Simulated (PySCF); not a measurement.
BCl2, SMILES Cl[B-]Cl (connectivity only; charge and spin as stated), charge -1, multiplicity 1.

Geometry: PBE-D3(BJ)/def2-TZVPD.

Computed with PySCF with PBE-D3(BJ)/def2-TZVPD.

Frequencies are harmonic and unscaled.

Computed harmonic wavenumbers and intensities:
| mode | ν (cm⁻¹) | IR (km/mol) | moving atoms (share of kinetic energy) |
|---|---|---|---|
| 1 | 237 | 5.6 | Cl 96 % |
| 2 | 496 | 272.2 | B 80 %, Cl 20 % |
| 3 | 498 | 35.4 | B 82 %, Cl 18 % |
